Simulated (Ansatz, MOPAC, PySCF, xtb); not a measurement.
Complex: CHN (SMILES C#N) (first 3 atoms) with HI (SMILES I); geometry from B3LYP-D3(BJ)/def2-TZVP, rigid monomers moved along the line of their centres of mass till N2···H5 is 2.02 Å.
(charge 0, multiplicity 1):
| atom | x (Å) | y (Å) | z (Å) |
|---|---|---|---|
| C | 1.1080 | -0.1674 | 1.0391 |
| N | 0.2294 | 0.0163 | 1.7496 |
| H | 1.9270 | -0.3386 | 0.3768 |
| I | -2.5599 | 0.6175 | 4.0160 |
| H | -1.3202 | 0.3476 | 3.0065 |

Counterpoise-corrected where a basis set is named; no monomer relaxation. Rows marked so take none.

Rows in 3-21G carry no dispersion term and start afresh at each structure; the Pople sets are all-electron and without relativity. The state that AM1 reach isn't checked.

Programs: Ansatz (Gaussian basis) for Hartree–Fock, density functionals and correlated methods; MOPAC for AM1 (differences of heats of formation); PySCF for 3-21G rows; xtb for the GFN methods. Values without a source in brackets are computed. In def2 rows elements past Kr take small-core potentials, without spin–orbit coupling.

Task: One of these levels gives 0.18 kcal/mol for the interaction energy. Which?
A. GFN2-xTB
B. HF/def2-SVPD
C. HF/3-21G (no counterpoise)
D. AM1

Result: B, HF/def2-SVPD. The others give 1.63 (AM1), -4.97 (GFN2-xTB), -2.42 (HF/3-21G (no counterpoise))

Ansatz is a quantum-chemistry and plane-wave program.
